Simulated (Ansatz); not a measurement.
One change: `[SiH3][NH][AlH][SeH]` becomes `[SiH3][NH][AlH][TeH]`.

Ansatz, PBE0-D4/def2-TZVP geometries, multiplicity 1. Each molecule was computed in one conformer, which needn't be the lowest.

Elements past krypton have def2 core potentials. Scalar relativity is left out up to krypton.

```
                             property  `[SiH3][NH][AlH][SeH]`
HOMO energy (ωB97M-V/def2-TZVPP) / eV                   -9.35
   LUMO energy (PBE0/def2-TZVPP) / eV                   -0.69
    HOMO energy (PBE/def2-TZVPP) / eV                   -6.07
  HOMO energy (B3LYP/def2-TZVPP) / eV                   -6.95
   HOMO energy (PBE0/def2-TZVPP) / eV                   -7.21
LUMO energy (ωB97M-V/def2-TZVPP) / eV                    0.92
```

Problem. Give the same properties after the change, and the shifts. (Estimate.)

Solution. Ansatz gave: 
| property | `[SiH3][NH][AlH][TeH]` | shift |
| --- | --- | --- |
| HOMO energy (ωB97M-V/def2-TZVPP) / eV | -8.74 | 0.61 |
| LUMO energy (PBE0/def2-TZVPP) / eV | -0.86 | -0.17 |
| HOMO energy (PBE/def2-TZVPP) / eV | -5.70 | 0.37 |
| HOMO energy (B3LYP/def2-TZVPP) / eV | -6.47 | 0.48 |
| HOMO energy (PBE0/def2-TZVPP) / eV | -6.71 | 0.50 |
| LUMO energy (ωB97M-V/def2-TZVPP) / eV | 0.76 | -0.16 |

With PBE0 the HOMO rises by 0.50 eV and the LUMO falls by 0.17 eV, so the gap narrows by about 0.67 eV. PBE moves the HOMO by 0.37 eV and ωB97M-V by 0.61 eV.

B3LYP here is the variant with VWN-RPA as its local correlation; programs differ in this.

Spin–orbit coupling is left out; it splits and shifts lone-pair levels of the heavy atoms by tenths of an eV.
